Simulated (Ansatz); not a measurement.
Species: AlBrF₂, SMILES `[F][Al]([F])[Br]` with one electron removed (charge 1, multiplicity 2), formula AlBrF₂.

Question: How many basis functions does frozen-core CCSD(T)/cc-pVTZ // B3LYP-D3(BJ)/def2-TZVP run with Ansatz (a quantum-chemistry and plane-wave program) use, how many core orbitals are frozen, and how many electrons are correlated?

Answer: 137 basis functions and 16 frozen orbitals, which leaves 33 correlated electrons (filled d shells below the valence shell are correlated). Core time is of the order of minutes.
